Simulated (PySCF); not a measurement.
# Computed records: ClGeH4NSi, BGeH9Si2

Computed with PySCF 2.14.0. Calculation on a computer-drawn molecule: the log of a Hartree-Fock and frozen-core CCSD(T) single point meant for a local Hartree-Fock minimum, with one planted fault or none, to be diagnosed. Offsets are logged minus clean, where the clean run is the same molecule without the fault. The reference is restricted for singlets and unrestricted otherwise, and also for a bond in bohr or an excited solution. Adding or removing an electron swaps singlet and doublet. The excited solution moves the top pair (singlet) or top alpha electron (doublet) to the lowest empty orbital. Highest occupied and lowest empty are orbital energies over both spins, largest force is the largest gradient component, triples share is (T) over the correlation energy, the T1 limit is 0.02 restricted and 0.045 unrestricted, electrons count all cores, a negative frequency is imaginary (commonest isotopes), and the dipole is about the centre of nuclear charge; on germanium a core potential holds 10 electrons, which the energies leave out, and 3d is frozen in MP2 and coupled-cluster steps.

Common to all runs: meant charge 0; meant multiplicity 1; meant basis cc-pV(D+d)Z; meant basis and core potential on germanium cc-pVDZ-PP ECP10MDF; logged SCF converged yes; logged CC converged yes; logged SCF stable within its kind yes; possible faults no fault, one electron removed, one electron added, multiplicity raised by two, geometry at a saddle point, SCF held on an excited solution, minimal basis STO-3G, one bond length entered in bohr, all coordinates scaled.

(1) ClGeH4NSi

Logged structure:
```xyz
8
ClGeH4NSi
Si    -0.9029     2.2308     0.4723
N     -0.0132     1.9541    -1.0002
Ge     0.0960     0.4112    -1.9738
Cl     1.4457     1.2011    -3.5732
H     -0.0075     2.6220     1.5840
H     -1.9178     3.2947     0.3031
H     -1.5759     0.9556     0.8068
H      0.5064     2.7382    -1.3639
```

| Property | Result |
| --- | --- |
| logged electrons | 75 |
| logged basis functions | 103 |
| logged spin squared | 0.7677 |
| logged highest occupied | -0.54428 eV |
| logged lowest empty | 7.7237 eV |
| logged largest force | 0.062011 hartree/bohr |
| logged T1 diagnostic | 0.013935 |
| logged D1 diagnostic | 0.044004 |
| logged triples share | 0.025802 |
| logged dipole magnitude | 3.5542 debye |
| logged energy HF | -1098.68005 hartree |
| logged energy CCSD(T) | -1099.23082 hartree |
| planted fault | one electron added |
| HF energy offset from clean run | 5.222 kcal/mol |
| CCSD(T) energy offset from clean run | 4.605 kcal/mol |

Drawn bonds:
| atom | other atom | order |
| --- | --- | --- |
| 1 | 2 | 1 |
| 2 | 3 | 1 |
| 3 | 4 | 1 |
| 1 | 5 | 1 |
| 1 | 6 | 1 |
| 1 | 7 | 1 |
| 2 | 8 | 1 |

(2) ClGeH4NSi

Structure as in entry 1.

| Item | Value |
| --- | --- |
| logged electrons | 74 |
| logged basis functions | 103 |
| logged spin squared | 0 |
| logged highest occupied | -10.184 eV |
| logged lowest empty | 0.97387 eV |
| logged largest force | 3.04e-05 hartree/bohr |
| logged lowest frequency | 95.01 cm⁻¹ |
| logged T1 diagnostic | 0.015164 |
| logged D1 diagnostic | 0.055534 |
| logged triples share | 0.028269 |
| logged dipole magnitude | 2.3129 debye |
| logged energy HF | -1098.68838 hartree |
| logged energy CCSD(T) | -1099.23815 hartree |
| planted fault | no fault |
| HF energy offset from clean run | 0 kcal/mol |
| CCSD(T) energy offset from clean run | 0 kcal/mol |

Drawn bonds:
| atom | other atom | order |
| --- | --- | --- |
| 1 | 2 | 1 |
| 2 | 3 | 1 |
| 3 | 4 | 1 |
| 1 | 5 | 1 |
| 1 | 6 | 1 |
| 1 | 7 | 1 |
| 2 | 8 | 1 |

(3) BGeH9Si2

Logged structure:
```xyz
13
BGeH9Si2
Si     0.6645    -0.0985     0.6730
Si    -1.1103     1.4724     0.4844
B     -2.2043     0.9983    -1.1622
Ge    -3.8958    -0.2309    -1.1545
H      0.1258    -1.4769     0.7757
H      1.4730     0.1888     1.8817
H      1.5438    -0.0268    -0.5194
H     -1.9163     1.4067     1.7310
H     -0.5159     2.8315     0.3906
H     -1.8530     1.4248    -2.2283
H     -3.8825    -1.2227    -2.3264
H     -5.1354     0.6661    -1.3106
H     -4.0585    -1.0315     0.1449
```

| Item | Value |
| --- | --- |
| logged electrons | 73 |
| logged basis functions | 128 |
| logged spin squared | 0.7802 |
| logged highest occupied | -15.514 eV |
| logged lowest empty | -7.7555 eV |
| logged largest force | 0.052905 hartree/bohr |
| logged T1 diagnostic | 0.02388 |
| logged D1 diagnostic | 0.1149 |
| logged triples share | 0.029326 |
| logged dipole magnitude | 2.1972 debye |
| logged energy HF | -900.79629 hartree |
| logged energy CCSD(T) | -901.26237 hartree |
| planted fault | one electron removed |
| HF energy offset from clean run | 207.6 kcal/mol |
| CCSD(T) energy offset from clean run | 218.7 kcal/mol |

Drawn bonds:
| atom | other atom | order |
| --- | --- | --- |
| 1 | 2 | 1 |
| 2 | 3 | 1 |
| 3 | 4 | 1 |
| 1 | 5 | 1 |
| 1 | 6 | 1 |
| 1 | 7 | 1 |
| 2 | 8 | 1 |
| 2 | 9 | 1 |
| 3 | 10 | 1 |
| 4 | 11 | 1 |
| 4 | 12 | 1 |
| 4 | 13 | 1 |
